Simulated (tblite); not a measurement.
Compound: C5H4F3 (charge +1).
Atom-mapped SMILES: `[F:1][C:2]([F:3])([F:4])[CH2:5][c+:6]1[cH:7][cH:8]1` (hydrogens: H9, H10 on C5; H11 on C7; H12 on C8)
Bond orders are those of one Lewis drawing.

Computed with GFN2-xTB (tblite), gas phase: Langevin dynamics at 300 K from the optimised GFN2-xTB geometry, time step 0.5 fs, friction 0.01 fs⁻¹, 2000 steps. The instantaneous temperature is 2·E(kin)/(3Nk) with all 3N coordinates.

| t (fs) | T (K) | E(pot) above start (eV) | F1–C2 (Å) | C2–F3 (Å) | C2–F4 (Å) | C2–C5 (Å) | C5–C6 (Å) | C5–H9 (Å) | F1–C2–C5–C6 (°) |
| --- | --- | --- | --- | --- | --- | --- | --- | --- | --- |
| 0 | 262 | 0.000 | 1.334 | 1.319 | 1.333 | 1.549 | 1.435 | 1.101 | 58 |
| 25 | 202 | 0.215 | 1.346 | 1.307 | 1.308 | 1.559 | 1.447 | 1.119 | 54 |
| 50 | 248 | 0.273 | 1.324 | 1.325 | 1.362 | 1.605 | 1.427 | 1.139 | 66 |
| 75 | 259 | 0.341 | 1.336 | 1.309 | 1.323 | 1.566 | 1.408 | 1.163 | 62 |
| 100 | 247 | 0.427 | 1.385 | 1.335 | 1.318 | 1.580 | 1.473 | 1.129 | 43 |
| 125 | 271 | 0.484 | 1.347 | 1.304 | 1.353 | 1.571 | 1.400 | 1.075 | 49 |
| 150 | 273 | 0.463 | 1.364 | 1.337 | 1.325 | 1.594 | 1.424 | 1.067 | 37 |
| 175 | 173 | 0.550 | 1.342 | 1.289 | 1.347 | 1.581 | 1.515 | 1.037 | 42 |
| 200 | 368 | 0.325 | 1.313 | 1.296 | 1.370 | 1.552 | 1.422 | 1.081 | 37 |
| 225 | 391 | 0.252 | 1.353 | 1.333 | 1.311 | 1.537 | 1.416 | 1.131 | 46 |
| 250 | 238 | 0.379 | 1.352 | 1.383 | 1.311 | 1.567 | 1.504 | 1.151 | 50 |
| 275 | 314 | 0.315 | 1.330 | 1.331 | 1.336 | 1.464 | 1.421 | 1.128 | 54 |
| 300 | 244 | 0.434 | 1.349 | 1.365 | 1.328 | 1.526 | 1.409 | 1.110 | 45 |
| 325 | 343 | 0.395 | 1.297 | 1.312 | 1.361 | 1.569 | 1.495 | 1.103 | 52 |
| 350 | 398 | 0.410 | 1.297 | 1.314 | 1.350 | 1.536 | 1.451 | 1.101 | 53 |
| 375 | 271 | 0.410 | 1.324 | 1.339 | 1.352 | 1.625 | 1.414 | 1.089 | 40 |
| 400 | 374 | 0.303 | 1.313 | 1.310 | 1.303 | 1.556 | 1.454 | 1.113 | 47 |
| 425 | 277 | 0.296 | 1.366 | 1.362 | 1.327 | 1.544 | 1.455 | 1.141 | 49 |
| 450 | 201 | 0.489 | 1.367 | 1.291 | 1.325 | 1.588 | 1.438 | 1.124 | 40 |
| 475 | 221 | 0.429 | 1.312 | 1.323 | 1.341 | 1.545 | 1.445 | 1.096 | 34 |
| 500 | 381 | 0.329 | 1.320 | 1.322 | 1.376 | 1.603 | 1.425 | 1.084 | 45 |
| 525 | 307 | 0.324 | 1.292 | 1.323 | 1.349 | 1.554 | 1.432 | 1.077 | 41 |
| 550 | 277 | 0.395 | 1.359 | 1.324 | 1.287 | 1.601 | 1.492 | 1.103 | 54 |
| 575 | 273 | 0.450 | 1.399 | 1.320 | 1.290 | 1.601 | 1.411 | 1.134 | 53 |
| 600 | 344 | 0.549 | 1.332 | 1.304 | 1.328 | 1.571 | 1.446 | 1.110 | 44 |
| 625 | 317 | 0.526 | 1.318 | 1.283 | 1.355 | 1.666 | 1.467 | 1.080 | 58 |
| 650 | 367 | 0.571 | 1.295 | 1.292 | 1.359 | 1.556 | 1.445 | 1.085 | 53 |
| 675 | 343 | 0.462 | 1.352 | 1.281 | 1.377 | 1.512 | 1.467 | 1.085 | 56 |
| 700 | 343 | 0.454 | 1.399 | 1.373 | 1.354 | 1.589 | 1.485 | 1.102 | 62 |
| 725 | 281 | 0.570 | 1.273 | 1.365 | 1.279 | 1.517 | 1.423 | 1.101 | 63 |
| 750 | 225 | 0.503 | 1.288 | 1.352 | 1.399 | 1.616 | 1.461 | 1.093 | 61 |
| 775 | 338 | 0.343 | 1.305 | 1.267 | 1.351 | 1.510 | 1.433 | 1.100 | 66 |
| 800 | 238 | 0.483 | 1.367 | 1.283 | 1.331 | 1.590 | 1.418 | 1.113 | 72 |
| 825 | 291 | 0.484 | 1.367 | 1.388 | 1.305 | 1.528 | 1.436 | 1.123 | 62 |
| 850 | 283 | 0.601 | 1.313 | 1.350 | 1.340 | 1.501 | 1.408 | 1.116 | 71 |
| 875 | 311 | 0.525 | 1.362 | 1.379 | 1.379 | 1.569 | 1.435 | 1.095 | 63 |
| 900 | 346 | 0.325 | 1.347 | 1.276 | 1.343 | 1.558 | 1.463 | 1.087 | 59 |
| 925 | 278 | 0.329 | 1.348 | 1.281 | 1.347 | 1.562 | 1.430 | 1.105 | 59 |
| 950 | 258 | 0.313 | 1.339 | 1.329 | 1.313 | 1.603 | 1.440 | 1.091 | 61 |
| 975 | 242 | 0.346 | 1.312 | 1.321 | 1.275 | 1.595 | 1.427 | 1.084 | 64 |
| 1000 | 226 | 0.353 | 1.380 | 1.361 | 1.321 | 1.532 | 1.467 | 1.102 | 60 |

Task: From 500 fs on, how do temperature and potential energy compare with equipartition?

Result: The mean temperature of these 21 frames is 299 K against the target 300 K, and the mean potential energy 0.44 eV against 30 × kT/2 = 0.39 eV for 30 classical harmonic modes. For 12 atoms in a canonical ensemble the temperature itself scatters by T·√(2/(3N)) = 71 K; here its standard deviation is 45 K. The whole run lasts only 10 friction times of 100 fs, so these averages carry a wide statistical error.

Task: What are the kinetic and total energies of the listed frame with the highest potential energy?

Result: The one at 850 fs, 0.601 eV above the start. Its kinetic energy is 3NkT/2 = 0.439 eV at 283 K, so the sum is 1.04 eV; over the listed frames the sum runs from 0.41 to 1.14 eV, since the thermostat adds and removes energy.

Task: How much do the listed bonds fluctuate from 500 fs on?

Result: 
```json
{"bond": "F1–C2", "at the start (Å)": "1.334", "mean (Å)": "1.337", "standard deviation (Å)": "0.035"}
{"bond": "C2–F3", "at the start (Å)": "1.319", "mean (Å)": "1.323", "standard deviation (Å)": "0.037"}
{"bond": "C2–F4", "at the start (Å)": "1.333", "mean (Å)": "1.336", "standard deviation (Å)": "0.034"}
{"bond": "C2–C5", "at the start (Å)": "1.549", "mean (Å)": "1.568", "standard deviation (Å)": "0.041"}
{"bond": "C5–C6", "at the start (Å)": "1.435", "mean (Å)": "1.443", "standard deviation (Å)": "0.023"}
{"bond": "C5–H9", "at the start (Å)": "1.101", "mean (Å)": "1.099", "standard deviation (Å)": "0.014"}
```

The motion is classical and holds no zero-point motion.

What follows is the cost of the whole dynamics run. The run took 15 s wall on one thread, Arm Neoverse N1 (aarch64), shared host, and the process peaked at 0.18 GiB of memory.
